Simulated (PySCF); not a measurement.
Simulated outer-valence photoelectron spectrum of `B1SCCS1`. Method used: EOM-IP-CCSD/aug-cc-pVDZ in PySCF, restricted Hartree–Fock reference, frozen core, non-relativistic, gas phase, PBE0-D3(BJ)/def2-SVP geometry.

Each root has a Gaussian of 0.6 eV full width with its one-hole share as area; cross sections and vibrations are left out, and the highest printed point is 100.

```tsv
ionisation energy (eV)	intensity
8.2	1
8.4	8
8.6	27
8.8	50
9.0	50
9.2	27
9.4	8
9.6	2
9.8	2
10.0	12
10.2	37
10.4	67
10.6	81
10.8	74
11.0	47
11.2	19
11.4	11
11.6	27
11.8	62
12.0	93
12.2	100
12.4	91
12.6	73
12.8	43
13.0	16
13.2	8
13.4	19
13.6	43
13.8	53
14.0	36
14.2	13
14.4	3
14.6	1
14.8	3
15.0	16
15.2	39
15.4	53
15.6	38
15.8	15
16.0	3
16.2	0
```

Q: Where are the maxima, and how many lines lie under the curve?

A: 5 maxima, at 8.9, 10.6, 12.2, 13.8 and 15.4 eV, from 8 lines. At this width some lines have no maximum of their own.

Q: List the lines with their holes.

A: 
```csv
E (eV),leading hole (HF orbital),area,Koopmans (eV)
8.90,HOMO,0.95,9.50
10.44,HOMO-1,0.95,11.13
10.82,HOMO-2,0.95,11.59
11.93,HOMO-3,0.95,12.86
12.21,HOMO-4,0.95,13.26
12.60,HOMO-5,0.95,13.44
13.77,HOMO-6,0.95,15.05
15.40,HOMO-7,0.93,16.98
```

The widest gap, 1.63 eV, lies between 13.77 and 15.40 eV. Only orbitals with −ε under 21 eV, eight at most, were ionised, so the high end of the curve may lack lines.

One conformer stands for the species.
